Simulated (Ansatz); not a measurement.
GaH2Et (C2H7Ga), relaxed as a singlet with RKS PBE0-D4/def2-SVP in Ansatz, starting from the GFN2-xTB geometry. Force threshold 0.02 eV/Å.

Start:

Cartesian coordinates in Å:
```
Ga 1.0752 -0.3067 1.2753
H 2.5628 -0.7663 0.9678
H 0.9667 0.4244 2.6798
C -0.4846 -0.5478 -0.0153
C -0.5634 0.6057 -1.0308
H -1.4312 -0.6023 0.5403
H -0.3805 -1.4957 -0.5618
H -1.3946 0.4586 -1.7215
H -0.7079 1.5598 -0.5205
H 0.3576 0.6702 -1.6133
```

Task: Estimate the energy that the relaxation releases and the steps that it takes.

Result: 1.5 kcal/mol, in 4 steps; 5.5 s on 4 threads of Arm Neoverse V2 on a shared host. No frequencies were taken in this run, so the end may be a saddle point.

Task: Does the start keep its bonding?

Result: By distances, no bond broke or formed. The bond that changes most is Ga1–C4, from 2.04 to 1.98 Å (atoms count from 1).

Task: Predict the relaxed structure.

Result: 
Cartesian coordinates in Å:
```
Ga 1.059 -0.302 1.265
H 2.508 -0.778 0.858
H 0.860 0.411 2.658
C -0.456 -0.538 0.013
C -0.541 0.599 -1.010
H -1.394 -0.601 0.587
H -0.335 -1.503 -0.508
H -1.383 0.458 -1.709
H -0.690 1.580 -0.529
H 0.372 0.674 -1.624
```
Bond lengths: 1 × C–C 1.53 Å; 1 × C–Ga 1.98 Å; 5 × C–H 1.10 Å; 2 × Ga–H 1.58 Å.
